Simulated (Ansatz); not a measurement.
Total energies of CH₅BClGeN, SMILES `Cl[B]1C[NH][GeH2]1`.

```xyz
10

Cl   -0.1215    2.7526    1.0203
B    -0.0558    1.1571    0.3685
C     0.6183   -0.1383    0.9552
N     0.4971   -1.0192   -0.2190
Ge   -0.6747    0.0126   -1.2464
H     1.6517   -0.0145    1.3084
H     0.0308   -0.4586    1.8352
H     0.3933   -2.0048   -0.0319
H    -2.1398   -0.4869   -1.2905
H    -0.1995    0.1999   -2.6998
```

Total charge 0; spin multiplicity 1. Correlated methods include outer-core shells of Ge, which these sets cover unevenly. Scalar relativity is left out up to krypton. The structure was optimised at the PBE0-D4/def2-TZVP level. Basis def2-TZVPP, Ansatz.

RPA on PBE orbitals: Hartree–Fock energy of these orbitals -2654.76443 Eh, correlation -1.48638 Eh (frozen core).

| functional | energy without D4 (Eh) | D4 term (kJ/mol) |
| --- | --- | --- |
| LDA (SPW92) | -2652.23165 | – |
| PBE | -2657.31536 | -24.2 |
| BLYP | -2657.97519 | -52.9 |
| r2SCAN | -2657.86983 | -5.8 |
| B97M-V | -2657.48089 | – |
| PBE0 | -2657.42209 | -20.5 |
| B3LYP | -2658.04640 | -39.3 |
| r2SCANh | -2657.85551 | -6.2 |
| r2SCAN0 | -2657.83562 | -6.9 |
| LC-ωPBE | -2657.50145 | – |

(1) Give the same for revPBE, HSE06 (plane-wave form), BHLYP, CAM-B3LYP, ωB97X-V, ωB97M-V, B2PLYP, PBE-QIDH. (Best estimate.)

B3LYP takes the VWN-RPA correlation (the form of Gaussian; ORCA's B3LYP/G). HSE06 is the plane-wave form, built on full-range PBE exchange. The double hybrids freeze the cores in their second-order part.

Results:

(1) Computed: 
```
             functional  energy without D4 (Eh)  D4 term (kJ/mol)
                 revPBE             -2657.69979             -70.1
HSE06 (plane-wave form)             -2657.40787             -19.2
                  BHLYP             -2657.88762             -31.3
              CAM-B3LYP             -2658.04796             -21.0
                ωB97X-V             -2657.69084                 –
                ωB97M-V             -2657.78812                 –
                 B2PLYP             -2657.37463                 –
               PBE-QIDH             -2656.99333                 –
```

LC-ωPBE has ω = 0.4 bohr⁻¹.
